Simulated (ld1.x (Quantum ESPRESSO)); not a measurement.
**Before and after: RRKJ potential for niobium (Nb)**

- Element: niobium (Nb)
- Generator: ld1.x (Quantum ESPRESSO) 7.5
- Type: norm-conserving RRKJ (Kleinman–Bylander form)
- Functional: PBE
- Relativity: scalar-relativistic
- Frozen core: [Kr]
- Valence charge: 5
- Reference configuration: 4d4 5s1 5p0
- Partial waves: 5p (bound, empty): rc 3.80 bohr; 4d (bound): rc 2.50 bohr; 5s (bound): rc 2.95 bohr
- Local potential: the s channel
- Core correction: none

Change: core correction a·sin(br)/r model core inside 1.36 bohr.

Cutoffs: the cutoffs (Ry, on a coarse ladder) from which the occupation-weighted sum of valence levels, in a spherical-Bessel basis at the reference potential, stays within 10 and 1 mRy of its value at 400 Ry; they do not see the model core or the augmentation charge, which bear on the density cutoff. Errors are all-electron minus pseudo energies relative to the spin-unpolarised reference configuration.

Task: Predict the effect on cutoff, ghosts and configuration errors.

Result: The potential gets neither clearly harder nor softer (25 Ry and 30 Ry → 25 Ry and 30 Ry); of the 7 tests that both files solve, the error grows in 6 and shrinks in 1 by more than 15 % and 0.3 meV (median size 30.7 → 104.1 meV); neither file shows a bound ghost. A model core, the more so a compact one, raises the density cutoff, which this test does not measure.

```csv
quantity,base,changed
"cutoff, loose",25 Ry,25 Ry
"cutoff, tight",30 Ry,30 Ry
bound ghosts,none,none
"error for 4d4 5s0 5p0, meV [ΔE 6.64 eV]",+25,-14
"error for 4d3 5s0 5p0, meV [ΔE 20.68 eV]",+32,-118
"error for 4d2 5s0 5p0, meV [ΔE 45.40 eV]",+13,-570
"error for 4d3 5s1 5p0, meV [ΔE 7.02 eV]",-31,-66
"error for 4d3 5s2 5p0, meV [ΔE -0.52 eV]",-22,-75
"error for 4d3 5s1 5p1, meV [ΔE 2.79 eV]",-58,-104
"error for 4d1 5s0 5p0, meV [ΔE 82.31 eV]",+374,-1407
s: phases at 4.08 bohr within 0.05 rad from the reference energy up to (Ry; the scan ends near 5),1.1,1.1
p: phases at 4.08 bohr within 0.05 rad from the reference energy up to (Ry; the scan ends near 5),1.6,1.6
d: phases at 4.08 bohr within 0.05 rad from the reference energy up to (Ry; the scan ends near 5),0.5,0.5
```
